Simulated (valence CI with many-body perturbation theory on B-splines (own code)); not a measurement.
The numbers below are computed, except where a source is named.
Sensitivity of CI+MBPT for Hf67+

Method: configuration interaction combined with many-body perturbation theory (CI+MBPT): three valence electrons over a frozen Dirac-Fock core [He], a basis of 6 s, 6 p, 5 d, 3 f, 1 g functions for each j, with the one-electron correlation potential Σ1 (screened to all orders), the two-electron term Σ2, the three-electron term Σ3, Breit, model QED; selected single and double excitations, second order for the rest, scaled by the run's own slope (own B-spline code, finite nucleus).

The last digits are not significant, and no measured levels were compared; by estimate large intervals hold to a few tenths of a per cent, small ones and those within an open d or f shell to about a per cent.

The reference run has the lowest level (2s^2 2p1/2) J=1/2 and an ionisation energy of 17670.7 eV. Its largest variational space holds 3402 state functions.

Levels are named by their leading jj configuration (3d3/2^4 stands for four electrons in 3d with j = 3/2), which in mixed levels can hold well under half, so a name can repeat and another be missing. Letters in brackets count levels of one name in rising energy.

Changed runs:
A. Breit term on → off
B. size limit of the variational space 10000 → 3000; second order for the rest on → off
C. scale of Σ2 1 → 0.5; Breit term on → off; QED terms on → off
D. highest l in the core sums 6 → 1 (bad on purpose)

Excitation energies of the reference run in cm⁻¹, and shifts in cm⁻¹:

```csv
Level,Reference,A,B,C,D
(2s 2p1/2^2) J=1/2,2086300,-147072,0,-10886,+1250
(2s^2 2p3/2) J=3/2,10413000,+145878,0,+134796,-350
(2s 2p1/2 2p3/2) J=3/2 [a],11880100,+9573,0,+131386,+1187
(2s 2p1/2 2p3/2) J=5/2,12203500,+88975,+0.1,+211172,+1248
(2s 2p1/2 2p3/2) J=1/2,12768000,+4649,+0.2,+128212,+1179
(2s 2p1/2 2p3/2) J=3/2 [b],12784600,+49589,+0.2,+172673,+1245
(2p1/2^2 2p3/2) J=3/2,14953000,-110173,+0.2,+146115,+2283
(2s 2p3/2^2) J=5/2,22436900,+199557,+0.1,+307674,+861
(2s 2p3/2^2) J=1/2,23289300,+120127,+0.1,+228634,+371
(2s 2p3/2^2) J=3/2,23294900,+173512,+0.4,+283102,+857
(2p1/2 2p3/2^2) J=3/2,24981600,+34722,+0.1,+280386,+2254
(2p1/2 2p3/2^2) J=5/2,25163900,+111083,+0.2,+356578,+2343
Ionisation energy (eV),17670.7,+30.2,0,+31.1,-0.2
```
